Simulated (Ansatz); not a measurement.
C2H3FSSi, SMILES `FC1=CS[SiH2]1`. The species carries charge 0 and has multiplicity 1.

```tsv
atom	x (Å)	y (Å)	z (Å)
F1	1.651	-0.228	-1.425
C2	0.566	-0.114	-0.662
C3	-0.698	-0.250	-1.068
S4	-1.786	-0.004	0.335
Si5	0.213	0.243	1.126
H6	-1.088	-0.472	-2.056
H7	0.522	1.602	1.628
H8	0.620	-0.777	2.122
```

Question: What are the harmonic wavenumbers in cm⁻¹ at PBE0-D4/def2-TZVP (Ansatz, finite differences of forces, unscaled)? (Best estimate.)

Answer: Ansatz gave: 213, 288, 331, 434, 496, 566, 641, 642, 740, 818, 875, 952, 1162, 1262, 1647, 2244, 2255, 3202.

Question: Is this a minimum?

Answer: Yes, all 18 modes are real.

Question: Give the ideal-gas thermochemistry at 298.15 K and 1 bar (rigid rotor, harmonic oscillator; point group Cs, symmetry number 1).

Answer: Zero-point energy 112.2 kJ/mol; H(298) − E = 129.1 kJ/mol; entropy 314.3 J/(mol·K), of which translation 167.0, rotation 112.3, vibration 35.0; G(298) − E = 35.3 kJ/mol.
